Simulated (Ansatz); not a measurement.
Nudged elastic band run: B2H5NO

input.yaml

```yaml
crystal:
  periodic: [false, false, false]
  atoms:
    - { symbol: B, position_ang: [-0.474485, 1.535091, -0.962761] }
    - { symbol: O, position_ang: [0.289236, 0.655531, -0.282053] }
    - { symbol: B, position_ang: [-0.119764, -0.563625, 0.242752] }
    - { symbol: "N", position_ang: [0.807148, -1.312238, 0.960478] }
    - { symbol: H, position_ang: [0.053114, 2.551054, -1.358673] }
    - { symbol: H, position_ang: [-1.649775, 1.303878, -1.163298] }
    - { symbol: H, position_ang: [-1.249754, -0.964991, 0.080234] }
    - { symbol: H, position_ang: [1.757885, -0.997667, 1.11072] }
    - { symbol: H, position_ang: [0.586396, -2.207033, 1.372592] }
basis:
  gaussian: { orbitals: def2-SVP }
hamiltonian:
  xc: pbe0
  dispersion: d4
neb:
  order_check: false
  images: 7
  f_tol: 0.05
  max_iterations: 55
  initial_path: idpp
  final_atoms:
    - { symbol: B, position_ang: [-0.47643574, 1.53860075, -0.95594523] }
    - { symbol: O, position_ang: [0.29501282, 0.63764728, -0.31355851] }
    - { symbol: B, position_ang: [-0.11313639, -0.57956041, 0.21739335] }
    - { symbol: "N", position_ang: [0.80461349, -1.30718849, 0.96795481] }
    - { symbol: H, position_ang: [0.05881426, 2.54131642, -1.37462662] }
    - { symbol: H, position_ang: [-1.66653573, 1.34130679, -1.09898022] }
    - { symbol: H, position_ang: [-1.23390038, -0.99694419, 0.03092744] }
    - { symbol: H, position_ang: [0.58508389, -2.19839745, 1.3883303] }
    - { symbol: H, position_ang: [1.74648479, -0.9767807, 1.13849568] }
```

Command:

```bash
$ ansatz run input.yaml --threads 1 --pin off --max-ram 2048MiB --backend cpu --events-out ev --progress --plain --runs-dir out
```

Output, in part (warnings, iteration lines, the closing report on the highest movable image, with atoms numbered from 0):

```
NEB end point (image 0): max|allowed force component| = 1.083e-2 eV/Å (the criterion of neb.relax_end_points is 1.000e-2)
NEB end point (image 8): max|allowed force component| = 8.078e-3 eV/Å (the criterion of neb.relax_end_points is 1.000e-2)
NEB iter   1: max|band force component| = 1.380e0 eV/Å  barrier→ = 1.3121 eV  barrier← = 1.3109 eV  Δτ_max = 0.1261 Å  (207 SCF iters)
NEB iter   2: max|band force component| = 9.094e-1 eV/Å  barrier→ = 1.2444 eV  barrier← = 1.2432 eV  Δτ_max = 0.1264 Å  (190 SCF iters)
NEB iter   3: max|band force component| = 1.042e0 eV/Å  barrier→ = 1.2572 eV  barrier← = 1.2559 eV  Δτ_max = 0.0592 Å  (187 SCF iters)
NEB iter   4: max|band force component| = 2.183e-1 eV/Å  barrier→ = 1.2152 eV  barrier← = 1.2140 eV  CI = image 4  Δτ_max = 0.0163 Å  (175 SCF iters)
NEB iter   5: max|band force component| = 2.035e-1 eV/Å  barrier→ = 1.2123 eV  barrier← = 1.2111 eV  CI = image 4  Δτ_max = 0.0445 Å  (170 SCF iters)
NEB iter   6: max|band force component| = 2.102e-1 eV/Å  barrier→ = 1.2043 eV  barrier← = 1.2031 eV  CI = image 4  Δτ_max = 0.0222 Å  (166 SCF iters)
NEB iter   7: max|band force component| = 2.713e-1 eV/Å  barrier→ = 1.1968 eV  barrier← = 1.1956 eV  CI = image 4  Δτ_max = 0.0221 Å  (169 SCF iters)
NEB iter   8: max|band force component| = 3.348e-1 eV/Å  barrier→ = 1.1860 eV  barrier← = 1.1847 eV  CI = image 4  Δτ_max = 0.0444 Å  (166 SCF iters)
NEB iter   9: max|band force component| = 4.340e-1 eV/Å  barrier→ = 1.1578 eV  barrier← = 1.1566 eV  CI = image 4  Δτ_max = 0.0894 Å  (166 SCF iters)
NEB iter  10: max|band force component| = 4.328e-1 eV/Å  barrier→ = 1.1029 eV  barrier← = 1.1017 eV  CI = image 4  Δτ_max = 0.0885 Å  (179 SCF iters)
NEB iter  11: max|band force component| = 1.783e-1 eV/Å  barrier→ = 1.0777 eV  barrier← = 1.0765 eV  CI = image 4  Δτ_max = 0.0174 Å  (169 SCF iters)
NEB iter  12: max|band force component| = 1.468e-1 eV/Å  barrier→ = 1.0765 eV  barrier← = 1.0753 eV  CI = image 4  Δτ_max = 0.0123 Å  (168 SCF iters)
NEB iter  13: max|band force component| = 7.353e-2 eV/Å  barrier→ = 1.0764 eV  barrier← = 1.0752 eV  CI = image 4  Δτ_max = 0.0098 Å  (159 SCF iters)
NEB iter  14: max|band force component| = 1.512e-2 eV/Å  barrier→ = 1.0759 eV  barrier← = 1.0746 eV  CI = image 4  Δτ_max = 0.0000 Å  (318 SCF iters)
Total energy: -4963.56585935 eV, -182.4076809055 hartree
Atom 0 at    -0.595718     1.561623    -0.690667 Å, force     0.000642    -0.000285    -0.000585 eV/Å
Atom 1 at     0.174142     0.646376    -0.041477 Å, force    -0.004225    -0.012977     0.004659 eV/Å
Atom 2 at    -0.086016    -0.707212     0.065081 Å, force     0.002494     0.015123    -0.005064 eV/Å
Atom 3 at     0.794484    -1.569734     0.833589 Å, force     0.006618     0.003188    -0.000082 eV/Å
Atom 4 at    -0.205981     2.706199    -0.707510 Å, force    -0.000835    -0.000153     0.001145 eV/Å
Atom 5 at    -1.630235     1.222364    -1.222585 Å, force     0.002196    -0.000720    -0.003025 eV/Å
Atom 6 at    -1.067655    -1.132761    -0.507347 Å, force    -0.002700    -0.000489     0.003595 eV/Å
Atom 7 at     1.750189    -1.499784     0.476611 Å, force    -0.005311    -0.001676     0.002644 eV/Å
Atom 8 at     0.866789    -1.227070     1.794296 Å, force     0.001121    -0.002011    -0.003286 eV/Å
Dipole moment:     0.187881     0.087512     0.110099 e Å
```

The forces met the threshold. A vibrational analysis at the climbing image gives one clearly imaginary mode, 599i cm⁻¹: a first-order saddle point.

Final band (atoms are numbered from 1 in the order of the input):

```tsv
image	path coordinate (Å)	energy (kcal/mol)	dihedral O2–B3–N4–H8 (°)
0	0.00	0.0	0
1	0.48	2.0	-7
2	0.95	9.8	-16
3	1.43	20.1	-32
4	1.91	24.8	-57
5	2.39	20.0	-89
6	2.87	9.8	-125
7	3.35	2.0	-160
8	3.83	0.0	180
```

Run time: 4.6 min on 1 thread of Intel(R) Xeon(R) Platinum 8259CL CPU @ 2.50GHz (Skylake/Cascade Lake), on a shared host, peak memory 0.18 GiB.
